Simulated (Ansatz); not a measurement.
`Cc1cc(-c2sc(C(F)(F)F)cc2C)sc1-c1cc(C)c(C(F)(F)F)s1` with charge -1. Charge -1, multiplicity 2. Geometry PBE-D4/def2-SVP, that of the neutral singlet; atoms count from 1.

```xyz
38

C    -2.192   -0.207    2.551
C    -0.996   -0.177    1.644
C     0.332   -0.376    2.101
C     1.312   -0.306    1.110
C     2.739   -0.483    1.258
S     3.350   -1.027    2.810
C     4.987   -0.973    2.241
C     6.125   -1.380    3.124
F     7.309   -1.078    2.544
F     6.125   -2.714    3.377
F     6.077   -0.758    4.328
C     5.056   -0.566    0.923
C     3.785   -0.282    0.342
C     3.615    0.181   -1.076
S     0.561    0.022   -0.438
C    -1.045    0.054    0.258
C    -2.166    0.302   -0.620
C    -2.137    0.480   -2.007
C    -3.407    0.711   -2.599
C    -3.640    0.917   -4.070
C    -4.415    0.705   -1.637
C    -5.875    0.929   -1.866
F    -6.386    0.056   -2.772
F    -6.582    0.792   -0.719
F    -6.129    2.174   -2.353
S    -3.812    0.423   -0.036
H    -1.889   -0.422    3.593
H    -2.735    0.762    2.550
H    -2.924   -0.984    2.243
H     0.574   -0.565    3.157
H     6.008   -0.468    0.384
H     3.079   -0.570   -1.695
H     4.599    0.361   -1.549
H     3.031    1.123   -1.137
H    -1.205    0.441   -2.589
H    -4.271    1.809   -4.254
H    -4.172    0.050   -4.513
H    -2.684    1.048   -4.610
```

Single mean-field runs in def2-TZVP are fitted with def2-universal-jkfit.

(1) Estimate the Mulliken populations of the heavy atoms from the PBE0/def2-TZVP orbitals of Ansatz.

(2) Where does the spin sit?

(3) And the Mayer bond orders between heavy atoms (over 0.3)?

## Answers

(1) 
```tsv
atom	charge (e)	spin (α − β)
C1	-0.42	0.00
C2	0.04	0.02
C3	-0.27	0.03
C4	0.14	0.12
C5	-0.01	0.00
S6	-0.06	0.07
C7	-0.10	0.18
C8	0.42	0.00
F9	-0.18	0.00
F10	-0.18	0.00
F11	-0.18	0.00
C12	-0.20	-0.06
C13	-0.04	0.14
C14	-0.41	-0.01
S15	-0.12	0.09
C16	0.07	0.10
C17	0.05	0.01
C18	-0.34	0.12
C19	0.08	-0.05
C20	-0.44	0.00
C21	-0.13	0.14
C22	0.43	0.00
F23	-0.18	0.00
F24	-0.18	0.00
F25	-0.18	0.00
S26	-0.06	0.08
```
Mulliken values depend strongly on the basis.

(2) Summed by element: C 0.74, S 0.24, F 0.02, H 0.00, of 1 unpaired in all. Largest on single atoms: C7 0.18, C13 0.14, C21 0.14.

(3) C1–C2 0.94 (1.50 Å); C2–C3 1.40 (1.42 Å); C2–C16 1.28 (1.41 Å); C3–C4 1.30 (1.40 Å); C4–C5 1.07 (1.45 Å); C4–S15 1.17 (1.75 Å); C5–S6 1.24 (1.75 Å); C5–C13 1.33 (1.41 Å); S6–C7 1.19 (1.73 Å); C7–C8 1.06 (1.50 Å); C7–C12 1.48 (1.38 Å); C8–F9 1.13 (1.35 Å); C8–F10 1.15 (1.36 Å); C8–F11 1.14 (1.36 Å); C12–C13 1.33 (1.43 Å); C13–C14 0.95 (1.50 Å); S15–C16 1.24 (1.75 Å); C16–C17 1.10 (1.44 Å); C17–C18 1.34 (1.40 Å); C17–S26 1.23 (1.75 Å); C18–C19 1.35 (1.42 Å); C19–C20 0.93 (1.50 Å); C19–C21 1.48 (1.39 Å); C21–C22 1.07 (1.49 Å); C21–S26 1.20 (1.73 Å); C22–F23 1.12 (1.36 Å); C22–F24 1.14 (1.35 Å); C22–F25 1.13 (1.36 Å).
